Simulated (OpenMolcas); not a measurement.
**Mo3+: moving or changing the point charges**

Mo3+ among 6 point charges of -1.7 e arranged as an octahedron (Oh), 1.91 Å from the ion.

```yaml
Program: OpenMolcas 26.06
Method: CASSCF
Basis: ANO-RCC-VDZP [6s5p3d1f]
Scalar_Hamiltonian: DKH2, point nucleus
Active_space: 3 electrons in 5 orbitals (4d)
State_averaging: 2S+1 = 4 even, 10 roots; 2S+1 = 2 even, 40 roots
Spin-orbit_coupling: RASSI with atomic mean-field integrals over the reference wave functions
```

Runs around this geometry, states (labels of O, the rotations of Oh). Energies in cm-1 above the lowest state or level, χT in cm3 K/mol; 10Dq and B are least-squares fits to the states below 45000 cm-1, weighted by degeneracy, with a free offset, and given where the rms deviation is under 5 % of |10Dq| (or 100 cm-1) and under 700 cm-1.

```csv
R (Å),q (e),Ground state,First state of that spin,10Dq,B (rms of fit),First gap with spin-orbit (degeneracies),χT at 300 K,First state of another spin
1.91,-1.1,4A2,4T2 10038,10444,789 (161),"9825 (4, 2)",1.538,2E 14523
1.91,-1.7,4A2,4T2 15628,16010,775 (222),"13834 (4, 4)",1.663,2E 14287
2.04,-1.7,4A2,4T2 11662,12139,791 (210),"11422 (4, 4)",1.584,2E 14462
```

Taking |10Dq| as R^-n, n = -ln(12139 / 16010) / ln(2.04 / 1.91) = 4.2 between the shortest and longest distance. The point-charge formula for a cubic d site gives n = 5.

Scaling the charges by -1.1 / -1.7 = 0.65 scales |10Dq| by 10444 / 16010 = 0.65; with fixed orbitals a first-order splitting would follow the charge.

Without dynamic correlation the repulsion within the d shell is too large (B by tens of per cent), so at a given field states of lower spin stand too high. This field is weak: 10Dq is about 10444 cm-1, while octahedral complexes of 4d ions of charge 3 and more, computed by the same method with explicit ligands, had a median near 25000 cm-1. Ground spin and moment need not be those of a real site (figures for R = 1.91, q = -1.1; the like holds for R = 2.04, q = -1.7). This is an electrostatic model: the charges have no orbitals. No measured value stands beside these numbers.
